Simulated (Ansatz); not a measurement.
Problem. Name a neutral molecule of Al, C, O, Si and H with HOMO–LUMO gap (B3LYP/def2-TZVPP) between 6.80 and 7.10 eV and HOMO energy (PBE0/def2-TZVPP) between -8.20 and -7.90 eV (Ansatz, PBE0-D4/def2-TZVP geometry).

Solution. `[CH3][AlH][O][SiH2]O` (6.87 eV, -7.99 eV). Other molecules can fit too; these were computed, each in one conformer that needn't be the lowest.

B3LYP here is the variant with VWN-RPA as its local correlation; programs differ in this.
